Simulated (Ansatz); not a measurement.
`CN(C)c1ncc(-c2ncc(-c3ncc(C#N)s3)s2)s1` with charge -1. Total charge -1; doublet. Geometry PBE-D4/def2-SVP, that of the neutral singlet; atoms count from 1.

```xyz
29

C    -4.643   -1.645    3.161
N    -3.821   -1.761    1.967
C    -4.353   -2.473    0.825
C    -2.686   -1.019    1.859
N    -2.172   -0.286    2.835
C    -1.023    0.313    2.440
C    -0.601    0.077    1.133
C     0.576    0.594    0.496
N     1.429    1.432    1.072
C     2.447    1.751    0.244
C     2.428    1.167   -1.027
C     3.401    1.351   -2.071
N     4.450    2.158   -1.969
C     5.205    2.136   -3.089
C     4.763    1.299   -4.119
C     5.349    1.081   -5.386
N     5.846    0.903   -6.438
S     3.291    0.495   -3.615
S     1.017    0.145   -1.165
S    -1.761   -0.983    0.337
H    -5.581   -1.083    2.951
H    -4.913   -2.653    3.537
H    -4.067   -1.103    3.932
H    -4.995   -3.304    1.177
H    -4.960   -1.819    0.157
H    -3.528   -2.914    0.226
H    -0.456    0.954    3.131
H     3.245    2.436    0.564
H     6.113    2.752   -3.164
```

Single mean-field runs in def2-TZVP are fitted with def2-universal-jkfit.

Q: Estimate the Mulliken populations from the PBE0/def2-TZVP orbitals of Ansatz.

A: 
| atom | charge (e) | spin (α − β) |
| --- | --- | --- |
| C1 | -0.31 | 0.00 |
| N2 | -0.05 | 0.03 |
| C3 | -0.31 | 0.00 |
| C4 | 0.14 | 0.11 |
| N5 | -0.29 | -0.06 |
| C6 | -0.19 | 0.23 |
| C7 | -0.06 | -0.12 |
| C8 | 0.17 | 0.24 |
| N9 | -0.22 | -0.08 |
| C10 | -0.17 | 0.14 |
| C11 | 0.01 | -0.01 |
| C12 | 0.11 | 0.15 |
| N13 | -0.25 | 0.03 |
| C14 | -0.13 | -0.01 |
| C15 | 0.12 | 0.14 |
| C16 | -0.33 | -0.03 |
| N17 | -0.09 | 0.08 |
| S18 | -0.06 | 0.10 |
| S19 | -0.11 | 0.07 |
| S20 | -0.09 | 0.01 |
| H21 | 0.11 | 0.00 |
| H22 | 0.11 | 0.00 |
| H23 | 0.17 | 0.00 |
| H24 | 0.12 | 0.00 |
| H25 | 0.12 | 0.01 |
| H26 | 0.15 | 0.00 |
| H27 | 0.12 | -0.01 |
| H28 | 0.11 | -0.01 |
| H29 | 0.11 | 0.00 |
Mulliken values depend strongly on the basis.

Q: Where does the spin sit?

A: Summed by element: C 0.82, N 0.01, S 0.18, H -0.01, of 1 unpaired in all. Largest on single atoms: C8 0.24, C6 0.23, C12 0.15.

Q: And the Mayer bond orders between heavy atoms (over 0.3)?

A: C1–N2 0.95 (1.45 Å); N2–C3 0.98 (1.45 Å); N2–C4 1.18 (1.36 Å); C4–N5 1.56 (1.32 Å); C4–S20 1.20 (1.78 Å); N5–C6 1.34 (1.36 Å); C6–C7 1.52 (1.39 Å); C7–C8 1.08 (1.43 Å); C7–S20 1.16 (1.76 Å); C8–N9 1.48 (1.33 Å); C8–S19 1.19 (1.78 Å); N9–C10 1.47 (1.35 Å); C10–C11 1.41 (1.40 Å); C11–C12 1.13 (1.44 Å); C11–S19 1.16 (1.75 Å); C12–N13 1.44 (1.33 Å); C12–S18 1.23 (1.77 Å); N13–C14 1.49 (1.35 Å); C14–C15 1.44 (1.40 Å); C15–C16 1.00 (1.41 Å); C15–S18 1.11 (1.75 Å); C16–N17 3.06 (1.18 Å).
